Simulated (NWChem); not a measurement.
System: C₃H₄OSe; SMILES C=C[Se]C=O

```xyz
9

C     -0.4486    -2.6677     0.0000
C     -0.7352    -1.3656     0.0000
Se     0.5508     0.0198     0.0000
C     -0.7073     1.4782     0.0000
O     -0.3953     2.6267     0.0000
H      0.5766    -3.0483     0.0000
H     -1.2553    -3.4057     0.0000
H     -1.7752    -1.0156     0.0000
H     -1.7656     1.1118     0.0000
```
Atoms are numbered in this order, from 1.

All runs: NWChem. Structure relaxed at the PBE0/def2-SVP level. Total energies compare along this basis series because the functional is fixed.

```tsv
level	basis functions	energy (Ha)	highest occupied level (eV)	orbital gap (eV)	dipole (D)
TPSS/cc-pVDZ	103	-2593.4138	-5.74	3.99	2.49
TPSS/aug-cc-pVDZ	164	-2593.4313	-5.93	3.83	2.83
TPSS/cc-pVTZ	219	-2593.5440	-5.89	3.93	2.73
```
